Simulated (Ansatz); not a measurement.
Wavefunction ladder for C2H10Si2 (`CC([SiH3])[SiH3]`)

Z-matrix (Å, degrees):
```
C
C 1 1.535
H 1 1.094 2 111.7
H 1 1.094 2 111.7 3 -120.4
H 1 1.094 2 111.2 3 119.8
Si 2 1.877 1 111.4 3 -57.1
Si 2 1.877 1 111.4 3 177.4
H 2 1.098 1 109.8 3 60.2
H 6 1.489 2 110.0 1 -63.0
H 6 1.490 2 110.1 1 56.2
H 6 1.488 2 111.0 1 176.7
H 7 1.488 2 111.0 1 -177.2
H 7 1.489 2 110.0 1 62.4
H 7 1.490 2 110.1 1 -56.7
```

Charge 0, multiplicity 1. The structure was optimised at the PBE0-D4/def2-TZVP level. Frozen core, restricted reference, Ansatz 0.2.0. CBS rows extrapolate triple and quadruple zeta; past MP2 they add the triple-zeta difference.

| basis | HF (Eh) | MP2 corr. | CCSD corr. | (T) | CCSD(T) total |
| --- | --- | --- | --- | --- | --- |
| def2-SVP | -659.17842 | ? | ? | ? | ? |
| def2-TZVPP | -659.47028 | -0.61853 | -0.68498 | -0.02490 | -660.18016 |
| def2-QZVPP | -659.49234 | ? | – | – | – |
| CBS(def2) | -659.49538 | -0.68879 | -0.75523 | as TZ | -660.27551 |

Problem. Fill in the withheld values. (Best estimate.)

Solution. Ansatz gave: def2-SVP MP2 corr.: -0.50150; def2-SVP CCSD corr.: -0.57327; def2-SVP (T): -0.01595; def2-SVP CCSD(T) total: -659.76764; def2-QZVPP MP2 corr.: -0.65889.
